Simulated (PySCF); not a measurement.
SMILES Cl[SiH2]Cl at its PBE0/def2-SVP optimised geometry (Å):

```
5

Si    -0.7916    -0.3248     0.0000
Cl     1.2644    -0.3248     0.0000
Cl    -1.4959    -1.2535    -1.6936
H     -1.2643     1.0811     0.0000
H     -1.2644    -1.0811     1.1850
```

Computed with PBE0/def2-TZVP in PySCF. Cells within 0.4 Å of a nucleus heavier than hydrogen are left out (blank, or x).

Map of the LUMO amplitude (bohr^(-3/2)) on the plane z = 0.0 Å; orbital energy -0.06 eV, overall sign arbitrary:

```
|555555555555555555555555555|
|555555666555555555555555555|
|555666666665555555555555555|
|566666666665555555555555555|
|666666666665555555555555555|
|666666666665555555555555555|
|666666666665555555555555555|
|666666666655555555555555555|
|666666666655555555555555555|
|666667776655555555555445555|
|666677776544445666554444555|
|666777766543345677644444455|
|666777766433345788643334455|
|6667777665x533589xx32234445|
|666777766xxx33589xxx2234445|
|666677665xxx22589xx43334455|
|666666654321024799864444455|
|666666653200024678765444555|
|666666553210123567665555555|
|666665554322234556655555555|
|555555554333334455555555555|
|555555554443344455555555555|
|555555555444444555555555555|
|555555555544445555555555555|
|555555555555555555555555555|
|555555555555555555555555555|
|555555555555555555555555555|
```
Scale: ten equal steps from -0.153 (start of '0') to 0.107 (end of '9'), in the order '0123456789'; x runs from -3.50 to 3.50, y from -3.50 (bottom) to 3.50 (top).
